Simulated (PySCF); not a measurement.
# Working out the ionisation energy of Zn

Zn [Ar] 3d10 4s2 (1S) → Zn⁺ [Ar] 3d10 4s1 (2S). Computed with PySCF 2.14 in def2-QZVPPD (11s6p5d4f2g, 100 functions), with the non-relativistic Hamiltonian (point nucleus). Frozen: [Ne]. Energies in hartree (1 hartree = 27.21139 eV):

```tsv
part	Zn (lower)	Zn⁺ (upper)
UHF	-1777.847171	-1777.567027
MP2 opposite-spin	-0.572477	-0.532366
MP2 same-spin	-0.283800	-0.271737
```

**Question.** What does Hartree-Fock give?

**Answer.** (-1777.567027) − (-1777.847171) = 0.280144 hartree = 7.623 eV.

**Question.** What do MP2 and SCS-MP2 (6/5 opposite-spin, 1/3 same-spin) give?

**Answer.** The opposite-spin parts differ by 1.091 eV and the same-spin parts by 0.328 eV. MP2: 7.623 + (1.091) + (0.328) = 9.042 eV. SCS-MP2: 7.623 + 1.2 × (1.091) + (0.328)/3 = 9.042 eV.

Measured between the centres of the two terms (NIST): 9.394 eV, so MP2 (valence and next inner shell) is off by -0.352 eV.

The calculation is non-relativistic.

What remains against the reference includes basis incompleteness, the frozen core and correlation beyond second order.
